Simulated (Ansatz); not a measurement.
Cost and result for the atomization energy of `CC(=O)OC1CCCCC1` (24 atoms, 24 bonds).

Z-matrix (Å, degrees):
```
C
C 1 1.499
H 1 1.092 2 109.9
H 1 1.092 2 109.9 3 117.8
H 1 1.087 2 109.6 3 -121.1
O 2 1.339 1 110.9 3 -59.4
O 2 1.202 1 125.1 3 120.3
C 6 1.438 2 116.8 1 179.8
C 8 1.511 6 107.8 2 -157.0
C 8 1.528 6 110.6 2 81.2
H 8 1.093 6 107.2 2 -38.7
C 9 1.533 8 109.9 6 172.9
H 9 1.092 8 110.0 6 50.6
H 9 1.095 8 108.6 6 -65.9
C 10 1.532 8 111.7 6 151.0
H 10 1.094 8 108.0 6 29.8
H 10 1.092 8 109.0 6 -86.2
C 12 1.535 9 112.3 8 32.8
H 12 1.094 9 109.8 8 -89.3
H 12 1.093 9 108.9 8 154.7
H 15 1.095 10 110.1 8 -88.9
H 15 1.093 10 109.9 8 154.4
H 18 1.096 12 110.0 9 -91.0
H 18 1.093 12 110.1 9 152.4
```

The species carries charge 0 and has multiplicity 1. The geometry is a stationary point of PBE0-D4/def2-TZVP. It is one conformer, not always the lowest. Program: Ansatz. All runs use 4 threads of an AMD EPYC 7R13 on a shared host and a share of an NVIDIA H100 80 GB. Times are those of one run each, without the atoms' runs, and a repeat can differ threefold. Electronic energies, without spin–orbit coupling; frozen cores. CCSD(T)/CBS adds CCSD(T) − MP2 in def2-TZVPP to the MP2 limit, and its time is that of the two runs behind it. T1 = 0.012. HSE06 is the plane-wave form, built on full-range PBE exchange.

CCSD(T)/CBS is a level of theory with its own doubt, some kJ/mol a heavy atom from the limit and from the frozen cores, so smaller differences don't rank the functionals.

| level | functions | wall time | atomization (kJ/mol) | difference from CCSD(T)/CBS | per bond |
| --- | --- | --- | --- | --- | --- |
| revPBE-D4/def2-TZVPP | 506 | 2.1 s | 10207.1 | 30.8 | 1.3 |
| PBE0-D4/def2-TZVPP | 506 | 2.1 s | 10282.5 | 106.2 | 4.4 |
| HSE06-D4/def2-TZVPP | 506 | 2.1 s | 10289.1 | 112.8 | 4.7 |
| BLYP-D4/def2-TZVPP | 506 | 2.2 s | 10155.7 | -20.6 | -0.9 |
| BHLYP-D4/def2-TZVPP | 506 | 2.2 s | 9885.1 | -291.2 | -12.1 |
| LDA (SPW92)/def2-TZVPP | 506 | 2.3 s | 11733.3 | 1557.0 | 64.9 |
| r2SCANh-D4/def2-TZVPP | 506 | 2.5 s | 10171.4 | -4.9 | -0.2 |
| ωB97X-V/def2-TZVPP | 506 | 2.9 s | 10211.4 | 35.1 | 1.5 |
| B2PLYP/def2-TZVPP | 506 | 3.6 s | 10080.5 | -95.8 | -4.0 |
| CCSD(T)/def2-SVP | 210 | 3.9 s | 9805.0 | -371.3 | -15.5 |
| MP2/def2-QZVPP | 990 | 7.5 s | 10268.4 | 92.1 | 3.8 |
| CCSD(T)/def2-TZVPP | 506 | 44 s | 9948.1 | -228.2 | -9.5 |
| CCSD(T)/CBS(def2) | – | 52 s | 10176.3 | 0.0 | 0.0 |

Leaving LDA and LC-ωPBE aside and taking each functional with its dispersion term where it has one, the values, not all of them listed here, spread over 572.2 kJ/mol, from BHLYP-D4 to PBE-D4. LDA lies +1334.3 kJ/mol from PBE without D4, its usual overbinding. The D4 term adds +91.6 kJ/mol with B3LYP and +49.5 kJ/mol with PBE0; it sums over pairs of atoms, weighted by their polarisabilities, and B3LYP, whose exchange is more repulsive, gets the larger term. From BLYP to BHLYP (50 % exact exchange), in def2-TZVPP and without D4, the atomization energy moves by −206.6 kJ/mol: exact exchange takes away binding that semilocal exchange gives to molecules.

B3LYP here is the variant with VWN-RPA as its local correlation; programs differ in this.
